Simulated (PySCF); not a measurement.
PySCF 2.14 output of an unrestricted PBE0 calculation on a single atom or ion in x2c-QZVPPall with one added diffuse shell each of s, p, d, f type (10s7p5d3f1g, 86 functions), with the spin-free X2C one-electron Hamiltonian (Gaussian nucleus):

```
SCF conv_tol = 1e-09
number electrons alpha = 10  beta = 6
    C. Adamo and V. Barone.,  J. Chem. Phys. 110, 6158 (1999)
    M. Ernzerhof and G. E. Scuseria.,  J. Chem. Phys. 110, 5029 (1999)
cycle= 1 E= -460.468059709078  delta_E= -0.00495  |g|= 0.0127  |ddm|= 0.286
cycle= 2 E= -460.468084506432  delta_E= -2.48e-05  |g|= 0.00163  |ddm|= 0.0367
cycle= 3 E= -460.468085357663  delta_E= -8.51e-07  |g|= 0.000203  |ddm|= 0.0128
cycle= 4 E= -460.468085402826  delta_E= -4.52e-08  |g|= 7.76e-05  |ddm|= 0.00313
cycle= 5 E= -460.468085404905  delta_E= -2.08e-09  |g|= 1.17e-05  |ddm|= 0.000674
cycle= 6 E= -460.468085405011  delta_E= -1.06e-10  |g|= 1.67e-07  |ddm|= 0.000191
converged SCF energy = -460.468085405011  <S^2> = 6.0001585  2S+1 = 5.0000634
```

The run itself started from symmetry-adapted Hartree-Fock orbitals and held the occupation by maximum overlap, on a logarithmic radial grid, so the iterations belong to that start.

Problem. Which element, charge and spin multiplicity is this?

Solution. Cl⁺ (chlorine, charge +1), multiplicity 5; the state was [Ne] 3s2 3p3 4s1, high-spin 5S determinant (an excited configuration).

The outer electron is Rydberg-like, and this basis confines it to a smaller radius and binds it less than a complete one would.
